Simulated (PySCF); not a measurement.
## What settings do to a single point of [BiCl4]−

The sound run of [BiCl4]− (singlet) uses PySCF 2.14.0, RKS PBE, Bi def2-SVP with ECP60, Cl def2-SVP; non-relativistic Hamiltonian with scalar-relativistic core potentials where named; density fitting; no spin-orbit coupling, grid (50, 194), threshold 1e-8 Eh and 55 cycles, at the relaxed geometry:

```xyz
5

Bi    0.0000    0.0000    0.4792
Cl    2.4822    0.0000   -0.3280
Cl    0.0000    2.4822   -0.3280
Cl   -2.4822    0.0000   -0.3280
Cl    0.0000   -2.4822   -0.3280
```

There Bi1 has a Mulliken charge of 0.75 e and the dipole about the centre of mass is 4.26 D. Each run below changes one thing and starts from free metal ions and neutral atoms unless it says otherwise; with 55 cycles, smearing, a level shift and second-order steps follow where DIIS fails, and their cycles count. Energy shifts count from the sound run.

```tsv
change	outcome	cycles	energy shift (eV)	largest force component (eV/Å)	charge on Bi1 (e)	dipole about the centre of mass (D)
threshold 1e-06	converged	8	0.0000	0.00	0.75	4.26
```

Problem. One further run converged with energy shift (eV) 0.27, largest force component (eV/Å) 1.29, charge on Bi1 (e) 0.74, dipole about the centre of mass (D) 4.75. Which change was it?
A. all coordinates × 1.05
B. grid (99, 590)
C. charge changed by +5, spin kept, limit 69 cycles

Solution. A.

Problem. And the other changes listed?

Solution. 
```
                                          change    outcome  cycles  energy shift (eV)  largest force component (eV/Å)  charge on Bi1 (e)  dipole about the centre of mass (D)
charge changed by +5, spin kept, limit 69 cycles    refused       –                  –                               –                  –                                    –
                                  grid (99, 590)  converged       9             0.0152                            0.03               0.75                                 4.26
```

Forces carry noise of the integration grid, about 0.01 to 0.03 eV/Å.

A frequency check found unstable modes (1, the lowest at -49 cm⁻¹), so the relaxed geometry is probably a saddle point.
